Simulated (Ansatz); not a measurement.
Molecule: sum formula H₇Si₂N₂O, charge -1, multiplicity 1. It need not be the lowest isomer of its formula. Whether it binds its extra electron was not tested at this geometry. 
Geometry from a B3LYP-D3(BJ)/def2-TZVP (Ansatz, a first-principles code) optimisation:
```xyz
12

N      2.0856    -0.1378    -0.8435
Si     1.4357     0.1766     0.8185
O     -0.1420    -0.6861     0.7902
Si    -1.5243    -0.1320     0.1807
N     -1.4763     0.6184    -1.3994
H      1.4420    -0.0618    -1.6253
H      2.5690    -1.0235    -0.9219
H      0.8178     1.5647     0.4367
H     -2.4930    -1.2616     0.0242
H     -2.1560     0.8926     1.0604
H     -1.2388    -0.0095    -2.1570
H     -0.8302     1.4002    -1.4270
```
Charge -1, spin multiplicity 1.

Basis-set convergence of Hartree-Fock and CCSD(T) correlation energies (hartree) with Ansatz. Cores are frozen in the correlated levels unless marked. Spin-orbit coupling is left out. Non-relativistic. This anion needs diffuse functions, which these sets lack.

```
basis        functions       E(HF)  E(corr, CCSD(T))
-----------  ---------  ----------  ----------------
cc-pV(D+d)Z        123  -765.82383          -0.81183
cc-pV(T+d)Z        266  -765.92979          -1.01182
cc-pV(Q+d)Z        503  (withheld)        (withheld)
```

Problem. Complete the blanks.

Solution. 
- cc-pV(Q+d)Z, E(HF): -765.95591
- cc-pV(Q+d)Z, E(corr, CCSD(T)): -1.07678
